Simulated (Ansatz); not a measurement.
Abridged output of a molecular run in Ansatz:

```
Functional definition: HF
1315 factors; integrals over basis functions are off by at most 1.0e-3 eV
mean field evaluation 1: about -87267.2950 eV, gradient 3.9e1 eV
mean field evaluation 2: about -87267.5827 eV, gradient 3.9e1 eV
mean field evaluation 4: about -87271.0772 eV, gradient 3.6e0 eV
mean field evaluation 8: about -87271.1433 eV, gradient 2.7e-1 eV
mean field -87271.14359859 eV, -3207.1553727425 hartree, gradient 6.1e-6 eV, S^2 0.000000; 0 other end points of the search recorded, 0 dependent functions left out
20 core orbitals not correlated: weight in the atoms' cores, before any rotation towards them, 1.000 or more for the frozen orbitals, at most 0.000 for the correlated occupied ones
reference -87271.14359859 eV, -3207.1553727425 hartree; 17, 17 occupied and 182, 182 virtual orbitals, 1315 factors
second order -19.55652523 eV of doubles, -0.00000000 eV of singles
cycle   1  -19.90771110 eV  change   -3.5e-1 eV  update   9.8e-2
cycle   2  -20.43585658 eV  change   -5.3e-1 eV  update   2.9e-2
cycle   3  -20.51945924 eV  change   -8.4e-2 eV  update   1.4e-2
cycle   4  -20.50434510 eV  change    1.5e-2 eV  update   3.6e-3
cycle   5  -20.50494898 eV  change   -6.0e-4 eV  update   1.7e-3
cycle   6  -20.50517753 eV  change   -2.3e-4 eV  update   5.1e-4
cycle   7  -20.50490468 eV  change    2.7e-4 eV  update   2.1e-4
cycle   8  -20.50495822 eV  change   -5.4e-5 eV  update   6.6e-5
cycle   9  -20.50498274 eV  change   -2.5e-5 eV  update   2.5e-5
perturbative correction -0.82952762 eV, -0.0304845776 hartree
Total energy: -87292.47810895 eV, -3207.9394015371 hartree
```

Its atoms:

Cartesian coordinates in Å:
```
Br -0.940 1.810 2.115
Si -0.764 0.022 0.803
N -0.376 0.288 -0.843
Si 1.080 -0.510 -0.319
H -1.950 -0.808 1.111
H -0.749 0.725 -1.669
H 1.378 -1.832 -0.932
H 2.321 0.305 -0.266
```

Problem. Which basis set was used?
A. def2-SVP
B. def2-TZVPP
C. def2-SVPD
D. def2-QZVPP

Solution. B. It gives 219 functions.

Problem. Write the keys of the input that set method, charge and spin (a neutral closed shell needs none for the last two).

Solution. 
```yaml
correlation: {method: ccsd_t}
```
